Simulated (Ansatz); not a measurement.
Geometry optimisation, Ansatz 0.2.0, RKS revPBE/6-31G*.

Input:

```yaml
crystal:
  periodic: [false, false, false]
  atoms:
    - { symbol: "N", position_ang: [0.7111, 1.0834, 1.3987] }
    - { symbol: B, position_ang: [0.2349, -0.1326, 0.6475] }
    - { symbol: O, position_ang: [0.5992, -1.3438, -0.0871] }
    - { symbol: Si, position_ang: [-0.5319, -0.761, -1.0445] }
    - { symbol: F, position_ang: [-1.9651, -1.7542, -0.8601] }
    - { symbol: H, position_ang: [-0.2055, 1.6988, 1.5579] }
    - { symbol: H, position_ang: [1.2783, 1.6841, 0.7293] }
    - { symbol: H, position_ang: [-0.0288, -0.5317, -2.3975] }
basis:
  gaussian: { orbitals: "6-31G*" }
hamiltonian:
  xc: revpbe
relax:
  f_tol: 0.015
  max_steps: 40
output:
  orbitals: {}
```

Launched with:

```bash
$ ansatz run input.yaml --threads 1 --pin off --max-ram 2048MiB --backend cpu --events-out ev --progress --plain --runs-dir out
```

Q: Where does it end, and by what steps?

A: The forces met the threshold. After 13 steps the energy has fallen by 2.226 eV; H7 moved furthest, 1.17 Å.

```json
{"step": "0", "energy less start (eV)": "0.0000", "largest force component (eV/Å)": "6.270", "accepted": "yes"}
{"step": "1", "energy less start (eV)": "-1.1820", "largest force component (eV/Å)": "3.602", "accepted": "yes"}
{"step": "2", "energy less start (eV)": "-1.7065", "largest force component (eV/Å)": "1.375", "accepted": "yes"}
{"step": "3", "energy less start (eV)": "-1.9219", "largest force component (eV/Å)": "0.618", "accepted": "yes"}
{"step": "4", "energy less start (eV)": "-2.0407", "largest force component (eV/Å)": "0.418", "accepted": "yes"}
{"step": "5", "energy less start (eV)": "-2.1115", "largest force component (eV/Å)": "1.421", "accepted": "yes"}
{"step": "6", "energy less start (eV)": "-2.1893", "largest force component (eV/Å)": "0.664", "accepted": "yes"}
{"step": "7", "energy less start (eV)": "-2.1924", "largest force component (eV/Å)": "0.623", "accepted": "yes"}
{"step": "8", "energy less start (eV)": "-2.2132", "largest force component (eV/Å)": "0.292", "accepted": "yes"}
{"step": "9", "energy less start (eV)": "-2.2195", "largest force component (eV/Å)": "0.116", "accepted": "yes"}
{"step": "10", "energy less start (eV)": "-2.2253", "largest force component (eV/Å)": "0.050", "accepted": "yes"}
{"step": "11", "energy less start (eV)": "-2.2256", "largest force component (eV/Å)": "0.032", "accepted": "yes"}
{"step": "12", "energy less start (eV)": "-2.2257", "largest force component (eV/Å)": "0.017", "accepted": "yes"}
{"step": "13", "energy less start (eV)": "-2.2258", "largest force component (eV/Å)": "0.013", "accepted": "yes"}
```

```xyz
8
Properties=species:S:1:pos:R:3
N 0.560 1.186 1.196
B 0.208 0.230 0.235
O 0.840 -0.930 -0.229
Si -0.689 -0.801 -1.089
F -1.733 -2.012 -0.759
H -0.027 1.983 1.421
H 1.419 1.123 1.743
H -0.486 -0.835 -2.573
```

The run took 53 s on 1 CPU thread of a shared host.
